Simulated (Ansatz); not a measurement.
Reaction (ligand exchange at a B–N bond): `CNB(N)O` + CH₃OH → `COB(N)O` + CH₃NH₂

Gas-phase electronic energies from Ansatz, PBE0-D4/def2-TZVP geometries. CCSD(T)/CBS adds triple-zeta CCSD(T) − MP2 to the extrapolated MP2 energy (def2 sets, frozen cores). This one scheme is used for every species. Each species was taken in one conformer, which may not be the lowest.

`CNB(N)O`:

Cartesian coordinates in Å:
```
C 1.692 -0.133 -0.070
N 0.472 -0.628 0.503
B -0.836 -0.158 0.236
N -1.076 0.917 -0.663
O -1.865 -0.804 0.901
H 2.543 -0.359 0.577
H 1.657 0.956 -0.167
H 1.911 -0.550 -1.063
H 0.557 -1.461 1.058
H -0.344 1.376 -1.173
H -1.974 1.346 -0.786
H -2.737 -0.503 0.645
```

CH₃OH:

```xyz
6

C    -0.262   -0.132   -0.202
O     0.903    0.604    0.094
H    -0.458   -0.005   -1.267
H    -1.137    0.230    0.351
H    -0.140   -1.204   -0.004
H     1.094    0.508    1.029
```

`COB(N)O`:

Cartesian coordinates in Å:
```
C 1.128 1.111 -0.024
O -0.054 0.725 -0.676
B -0.746 -0.395 -0.279
N -0.337 -1.225 0.785
O -1.893 -0.714 -0.960
H 1.902 0.338 -0.101
H 1.500 2.017 -0.504
H 0.952 1.330 1.035
H 0.485 -1.072 1.338
H -0.869 -2.035 1.044
H -2.067 -0.079 -1.658
```

CH₃NH₂:

Cartesian coordinates in Å:
```
C 0.354 0.309 -0.319
N -0.457 -0.278 0.734
H 0.263 -0.169 -1.305
H 1.406 0.274 -0.028
H 0.090 1.363 -0.435
H -0.220 -1.253 0.865
H -1.438 -0.246 0.489
```

| species | CCSD(T)/CBS(def2) energy (Eh) |
| --- | --- |
| `CNB(N)O` | -251.77305 |
| CH₃OH | -115.61712 |
| `COB(N)O` | -271.65130 |
| CH₃NH₂ | -95.75281 |

(1) Work out ΔE.

Largest T1 diagnostic among the species: 0.011.

## Answers

(1) ΔE = (-271.65130) + (-95.75281) − (-251.77305) − (-115.61712) = -0.01394 Eh = -8.7 kcal/mol.

In def2-TZVPP, CCSD(T) changes the Hartree–Fock value by +1.4 kcal/mol (the triples alone add +0.1 kcal/mol) and MP2 by +1.8 kcal/mol.
